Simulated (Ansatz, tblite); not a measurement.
Cost and result up the ladder for the cluster Ta₄Si₃ (7 atoms). Charge 0, multiplicity 1. Geometry: PBE-D4/def2-SVP.

| atom | x (Å) | y (Å) | z (Å) |
| --- | --- | --- | --- |
| Ta1 | -0.4748 | 0.2623 | 1.7821 |
| Ta2 | 1.8405 | 0.0358 | 0.6653 |
| Ta3 | -1.2071 | -0.6692 | -0.9649 |
| Ta4 | 0.1849 | -1.9460 | 0.6489 |
| Si5 | 1.1774 | -0.7908 | -1.6455 |
| Si6 | 0.3925 | 1.6195 | -0.5363 |
| Si7 | -1.9133 | 1.4885 | 0.0504 |

Ansatz on 4 threads of Arm Neoverse V2 on a shared host; xTB runs through tblite on one thread. Times are rough, summed over both states, and most runs start from the orbitals of an earlier one. PBE0-D4/def2-TZVP serves as the yardstick here, not as an exact answer. The other state is a triplet at its own geometry.

In the def2 sets Ta takes a core potential; there is no spin–orbit coupling. The xTB rows come from tblite. LC-ωPBE has ω = 0.4 bohr⁻¹. HSE06 is defined as in plane-wave codes, on full-range PBE exchange. The structure comes from a short search, and lower isomers may exist.

Run but left out: HF/def2-TZVP, MP2/def2-TZVP (singlet: restricted singlet, unstable towards broken spin symmetry).

xTB has no spin-polarisation term.

| level | functions | triplet − singlet (eV) | difference from PBE0-D4/def2-TZVP (eV) | remarks |
| --- | --- | --- | --- | --- |
| r2SCAN-D4/def2-TZVP (with forces) | 271 | -0.16 | -0.04 | – |
| HSE06-D4/def2-TZVP | 271 | -0.12 | 0.00 | – |
| LC-ωPBE/def2-TZVP | 271 | -0.38 | -0.26 | spin-contaminated (⟨S²⟩ 2.27) (triplet) |
| PBE-D4/def2-TZVP | 271 | 0.00 | 0.12 | – |
| GFN1-xTB | 63 | 0.60 | 0.72 | – |
| PBE0-D4/def2-TZVP | 271 | -0.12 | 0.00 | – |

Q: Estimate how long each takes.

A: GFN1-xTB 0.021 s; PBE-D4/def2-TZVP 23 s; HSE06-D4/def2-TZVP 60 s; PBE0-D4/def2-TZVP 61 s; r2SCAN-D4/def2-TZVP (with forces) 75 s; LC-ωPBE/def2-TZVP 91 s. On shared hardware such times vary by a factor of up to 3.
